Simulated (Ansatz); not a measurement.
Cu3F3, relaxed as a singlet with RKS r2SCAN-D4/def2-SVP in Ansatz, starting from the GFN2-xTB geometry. Force threshold 0.02 eV/Å.

The relaxation made no stability test and no search for a lower SCF solution. No other spin state of charge 0 was run. The structure comes from a short search, and lower isomers may exist.

Start:

Cartesian coordinates in Å:
```
Cu -0.985 0.120 -1.215
Cu -0.700 0.384 1.179
Cu 1.345 -0.326 0.034
F -2.328 0.475 -0.011
F 0.773 -0.319 -1.637
F 1.895 -0.334 1.651
```

Estimate the energy that the relaxation releases and the steps that it takes.

26.2 kcal/mol, in 6 steps; 19 s on 4 threads of Arm Neoverse V1 on a shared host. No frequencies were taken in this run, so the end may be a saddle point.

Does the start keep its bonding?

Bonds formed: Cu2–F6 (atoms count from 1). The end is the same structure that another start reached, the lowest one found.

Predict the relaxed structure.


```xyz
6

Cu   -0.8225    0.0837   -1.1205
Cu   -0.5232    0.2429    1.2677
Cu    1.3456   -0.3271   -0.1469
F    -2.0725    0.5010    0.2265
F     0.8061   -0.3717   -1.9519
F     1.2665   -0.1288    1.7252
```
Bond lengths (bridged metal pairs left out): 6 × Cu–F 1.88 Å.
